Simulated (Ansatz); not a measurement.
Two members of one family (Series [Al(III)L6]) that differ in charge, which shifts all levels, computed with Ansatz in the gas phase. The two geometries come from different levels. Levels of anions in sets without diffuse functions are rough. The structures are stationary points that may keep the symmetry of their start. Remarks come from the PBE and PBE0 runs and from stability tests at other levels; not every state was tested. A HOMO above zero means that the electron is unbound at that level and held by the basis, or that self-interaction error raises the level; the energy of removing that electron tells which.

First: [AlBr6]3- (singlet, charge -3, r2SCAN-D4/def2-SVPD geometry).

```xyz
7

Al    0.0000    0.0000    0.0000
Br    0.5204    0.0441   -2.5522
Br   -0.5204   -0.0441    2.5522
Br   -2.4915    0.5752   -0.4981
Br    2.4915   -0.5752    0.4981
Br    0.5548    2.5394    0.1569
Br   -0.5548   -2.5394   -0.1569
```

| level | HOMO (eV) | LUMO (eV) | gap (eV) |
| --- | --- | --- | --- |
| PBE-D4/def2-SVP | 6.17 | 10.12 | 3.96 |
| PBE0-D4/def2-SVP | 4.79 | 10.80 | 6.01 |

Remarks: HOMO above zero at PBE or PBE0.

Second: [Al(H2O)6]3+ (singlet, charge 3, B3LYP-D4/def2-SVP geometry).

Cartesian coordinates in Å:
```
Al -0.0008 -0.0005 -0.0011
O 0.7774 1.3214 -1.1770
H 1.1673 1.1632 -2.0620
H 0.8580 2.2826 -1.0028
O -0.7814 -1.3134 1.1823
H -1.1762 -1.1429 2.0631
H -0.8627 -2.2761 1.0197
O 1.7280 -0.2953 0.8126
H 2.5710 0.1441 0.5731
H 1.9326 -0.9151 1.5441
O -1.7278 0.2878 -0.8179
H -1.9362 0.9166 -1.5395
H -2.5645 -0.1691 -0.5936
O 0.3788 -1.3835 -1.2964
H 1.1936 -1.9257 -1.3516
H -0.2043 -1.6797 -2.0257
O -0.3751 1.3831 1.2953
H -1.1931 1.9201 1.3593
H 0.2153 1.6824 2.0181
```

**Question.** Estimate how these quantities change from the first to the second (second minus first).

**Answer.** 
```
           level  Δ HOMO (eV)  Δ LUMO (eV)  Δ gap (eV)
 PBE-D4/def2-SVP       -28.32       -23.79        4.53
PBE0-D4/def2-SVP       -28.92       -23.44        5.48
```
